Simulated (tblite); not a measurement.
Species: CH₈AlAs.
Cartesian coordinates in Å at the GFN2-xTB level; atoms count from 1:
```
atom  x, y, z in Å
C1    -1.8908    0.5211    0.1197
Al2   -0.5823   -0.8916   -0.3767
As3    1.7202    0.4110   -0.0339
H4    -2.9330    0.2998   -0.1372
H5    -1.6594    1.4817   -0.3640
H6    -1.8823    0.7154    1.2018
H7    -0.2437   -1.3112   -1.8444
H8    -0.0420   -1.9192    0.6850
H9     2.0867    0.1512    1.3870
H10    2.5150   -0.7678   -0.4669
H11    2.9171    1.3122   -0.1964
```

Method: GFN2-xTB as coded in tblite; computed harmonic values from a numerical Hessian at the method's own geometry, unscaled. Against measured fundamentals such values can be off by several per cent, at times by over 20. Modes of hydrogen on aluminium and arsenic can be 10 to 20 % off. One conformer, not necessarily the lowest. The optimisation stopped once no atom felt more than 0.01 eV/Å.

Lowest wavenumbers of the output (negative numbers stand for imaginary wavenumbers):
```
mode    cm-1
  1     -30.6
  2      37.4
  3      95.7
  4     131.0
  5     157.9
  6     173.6
  7     266.7
  8     362.1
  9     448.0
 10     575.6
```

Task: Is this structure a minimum?

Result: Not by this Hessian. 1 mode is imaginary beyond 20i (31i cm⁻¹), so at this level the point lies at or near a first-order saddle. The curvature is small, so loose convergence or finite differences may be the whole cause.

Task: Which atoms move in the imaginary mode?

Result: 31i: H6 (methyl hydrogen) 39 %, H4 (methyl hydrogen) 25 %, H5 (methyl hydrogen) 20 %. These are shares of the mass-weighted motion.

Task: What is the remedy?

Result: Step along that mode in both directions, optimise again with tighter thresholds and repeat the frequencies. The zero-point energy of this point (42.0 kcal/mol) counts the 26 real modes alone, and thermal corrections from it aren't those of a minimum.
